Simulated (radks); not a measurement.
All-electron atom: neutral sulfur in [Ne] 3s2 3p4 (the NIST ground configuration). Method: non-relativistic Kohn-Sham, LDA (Slater exchange, Perdew-Wang correlation), spin-polarised, spherical densities, point nucleus; open shells are filled with parallel spins first; computed with a radial shooting solver on a logarithmic mesh with Libxc functionals.

Unscreened Slater integrals over Kohn-Sham orbitals (cm^-1). They are taken over the spin-up orbitals. Empty in this configuration: 4s.

\begin{tabular}{lr}
integral & value \\ \hline
F0(3p,3p) & 97653 \\
F2(3p,3p) & 48187 \\
F0(3p,3s) & 106170 \\
G1(3p,3s) & 68778 \\
F0(3p,2p) & 135290 \\
F2(3p,2p) & 20991 \\
G0(3p,2p) & 8300.0 \\
G2(3p,2p) & 8205.1 \\
F0(3p,4s) & 37097 \\
G1(3p,4s) & 2423.8 \\
F0(3s,3s) & 117090 \\
F0(3s,2p) & 156920 \\
G1(3s,2p) & 11238 \\
F0(3s,4s) & 37568 \\
G0(3s,4s) & 1333.7 \\
F0(2p,2p) & 453700 \\
F2(2p,2p) & 209640 \\
F0(2p,4s) & 39436 \\
G1(2p,4s) & 564.64 \\
F0(4s,4s) & 27740 \\
\end{tabular}

Derived for the open shells (J is the average intra-shell exchange parameter used in DFT+U). 3p: J = F2/5 = 9637 cm^-1; in LS coupling 1D lies 6 F2/25 = 11560 cm^-1 above 3P.
